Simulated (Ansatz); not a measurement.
A structure relaxed at r2SCAN-D4/def2-SVP in Ansatz, charge 0, singlet:

```xyz
19

Ge   -1.368   -1.044    1.731
H    -1.525   -2.523    2.115
H    -1.002   -0.208    2.966
H    -2.712   -0.515    1.173
N     0.030   -1.021    0.531
C     0.354    0.123   -0.334
C     0.320    1.402    0.506
C     1.773   -0.098   -0.875
C    -0.631    0.246   -1.509
H     0.092   -1.896    0.011
H     0.627    2.270   -0.098
H    -0.696    1.609    0.883
H     0.998    1.317    1.370
H     2.489   -0.181   -0.043
H     2.084    0.730   -1.532
H     1.824   -1.030   -1.462
H    -1.660    0.400   -1.143
H    -0.622   -0.672   -2.119
H    -0.375    1.092   -2.169
```

(1) Give its formula, name or SMILES.

(2) Summarise the bond lengths by kind (pairs closer than 1.2 times the sum of covalent radii, bridged metal pairs left out).

Results:

(1) GeH3(NHtBu) (C4H13GeN).

(2) 3 × C–C 1.53 to 1.54 Å; 1 × Ge–N 1.84 Å; 1 × C–N 1.47 Å; 9 × C–H 1.10 Å; 3 × Ge–H 1.54 to 1.55 Å; 1 × H–N 1.02 Å.
